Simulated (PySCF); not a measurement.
Species: C6H9Br.
Geometry (PBE0-D3(BJ)/def2-SVP, Å), atoms numbered from 1 in this order:
```xyz
16
C6H9Br angstrom
C     -1.9529   -0.3059    1.4825
C     -0.9339    0.1223    0.7555
C     -0.0700   -0.0981   -0.3965
Br    -0.7536    0.0881   -2.1797
C      0.1112    1.1196    0.4978
C      1.3518    1.2477    1.3530
C      2.5323    1.8310    0.5927
H     -2.4974   -1.2134    1.2070
H     -2.2850    0.2399    2.3699
H      0.6902   -0.8849   -0.3546
H     -0.2444    2.0618    0.0578
H      1.6077    0.2551    1.7602
H      1.1108    1.8768    2.2268
H      2.7958    1.2031   -0.2727
H      2.3021    2.8375    0.2098
H      3.4229    1.9127    1.2337
```

Computed with PySCF at B3LYP/def2-SVPD, non-relativistic, on one gas-phase PBE0-D3(BJ)/def2-SVP geometry that isn't relaxed in the solvent. The solvent is an IEF-PCM continuum (cavity from Bondi-type radii × 1.2). Specific hydrogen bonds and non-electrostatic terms are outside this model. Spin–orbit coupling is left out although an atom past zinc is present.

Gas phase at B3LYP/def2-SVPD: HOMO -7.22 eV, LUMO -1.20 eV, dipole 2.15 D.

Question: What does the continuum do to the energy, the frontier levels and the dipole at B3LYP/def2-SVPD in chloroform and acetone?

Answer: 
```tsv
solvent	ε	E(solvent) − E(gas) (kcal/mol)	polarisation term (kcal/mol)	distortion of the solute (kcal/mol)	HOMO (eV)	LUMO (eV)	dipole (D)
chloroform	4.711	-2.22	-2.45	0.23	-7.26	-1.16	2.65
acetone	20.49	-2.96	-3.38	0.42	-7.28	-1.16	2.82
```

The first energy column is the sum of the next two and covers electrostatics alone. From chloroform to acetone the lowering changes by a factor 1.33, Onsager's factor (ε − 1)/(2ε + 1) by 1.30 and ε itself by 4.3.

Question: Which radius a makes the point-dipole formula ΔE = −[(ε − 1)/(2ε + 1)]·μ²/a³ give the value in acetone, with the gas-phase dipole?

Answer: μ = 0.846 au and |ΔE| = 0.00471 Eh give a = 2.19 Å; the farthest nucleus lies 3.59 Å from the centroid of the nuclei, so such a sphere wouldn't even hold the nuclei. The formula assumes a rigid point dipole at the centre of a sphere.

Question: Give the dipole vector in the frame of the coordinates (D, pointing from negative to positive charge), gas and acetone.

Answer: Gas (0.84, 0.28, 1.96), solvent (1.15, 0.31, 2.56). Its length changes by +31 % and its direction by 1°.

Question: How does the static polarisability (B3LYP/def2-SVPD, frozen core, with the continuum's full static response) change?

Answer: 
```json
{"medium": "gas", "isotropic (au)": "97.1", "principal values (au)": "74.1, 104.8, 112.5", "⟨r²⟩ of the electrons (bohr²)": "1464.7"}
{"medium": "chloroform", "isotropic (au)": "122.0", "principal values (au)": "94.9, 127.7, 143.5", "⟨r²⟩ of the electrons (bohr²)": "1464.5"}
{"medium": "acetone", "isotropic (au)": "132.7", "principal values (au)": "105.7, 136.3, 156.1", "⟨r²⟩ of the electrons (bohr²)": "1464.4"}
```

The isotropic value in acetone is 1.37 times the gas-phase one; no cavity-field correction is applied. ⟨r²⟩ is taken about the centre of nuclear charge.
